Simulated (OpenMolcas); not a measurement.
# neutral bismuth: effect of the IPEA shift

| Item | Value |
| --- | --- |
| Program | OpenMolcas |
| Basis | ANO-RCC-VQZP [9s8p6d4f3g] |
| Scalar Hamiltonian | DKH2, point nucleus |
| Active space | 5 electrons in 9 orbitals (RAS2 6s 6p; RAS3 6d, at most 2 electrons) |
| State averaging | 2S+1 = 4 odd, 1 root; 2S+1 = 2 odd, 8 roots; 2S+1 = 4 even, 3 roots (0 in the spin-orbit step) |
| Spin-orbit coupling | RASSI with atomic mean-field integrals over the reference wave functions, term energies averaged over their components |

Methods on the same reference wave functions:
A. RASSCF
B. SS-RASPT2, IPEA 0 Eh, imaginary shift 0.1 Eh (closed shells correlated: 5d)
C. SS-RASPT2, IPEA 0.25 Eh, imaginary shift 0.1 Eh (closed shells correlated: 5d)

Energies in cm⁻¹ above 6s² 6p³ ⁴S°_3/2, the measured ground level; measured values from NIST Handbook of Basic Atomic Spectroscopic Data.

```csv
Level,A,B,C,Measured
6s² 6p³ ⁴S°_3/2 [66 %],0.0,0.0,0.0,0.0
6s² 6p³ ²D°_3/2 [64 %],11904,10320,10400,11419
6s² 6p³ ²D°_5/2,16278,14010,14140,15438
6s² 6p³ ²P°_1/2,23341,21040,21210,21661
6s² 6p³ ²P°_3/2 [67 %],31821,29760,29910,33165
```

Deviations, from unrounded energies. A percentage is the sum of absolute deviations over the sum of measured energies, with the sign that they share, or ± where signs differ.

```json
{"Against measurement": "mean absolute deviation (cm-1)", "Levels": "4", "A": "1100", "B": "1600", "C": "1500"}
{"Against measurement": "other terms of the ground configuration (%)", "Levels": "4", "A": "±5.3", "B": "-8.0", "C": "-7.4"}
```

A lies closest to measurement on these levels and B furthest from it. The largest miss of A in the table is 6s² 6p³ ²P°_1/2, by +1700 cm-1. The ranking rests on the paired levels alone, and a cruder setting can come out closer through cancelling errors.

Between B and C the level of the table that moves most is 6s² 6p³ ²P°_1/2, by 180 cm-1 (lowest in B, highest in C). Moves below CASPT2's spread within the term are not significant.

From A to B the spin-free energies of the other terms of 6s² 6p³ shown, above ⁴S°, scale by factors of 0.74 to 0.83.

The lowest spin-free term lies below A's lowest term by 0.470 hartree in B, 0.466 hartree in C.

Term energies are means over components that CASPT2 splits; among the terms shown or strongly mixed into the levels shown the widest spread is 38 cm-1 (6s² 6p³ ²D°, C). Some high roots are left out of the spin-orbit mixing, which shifts the levels that they would mix with. Active for correlation alone: 6d; no level in the range computed is led by a configuration that fills it, so any true level of that kind is missing. Spin-orbit splittings of 6p shells tend to come out small when the coupling is added on scalar orbitals. Measured partners are found by configuration, term and J. A level has none where our copy of the source lacks it or the pairing is in doubt (some pairs that miss far off the trend of their configuration count as doubtful), and it then counts in no deviation. Levels of configurations outside the active space are missing.

A share in square brackets marks a mixed level and gives the weight of the term that names it, the lowest over the columns. ° marks odd parity.
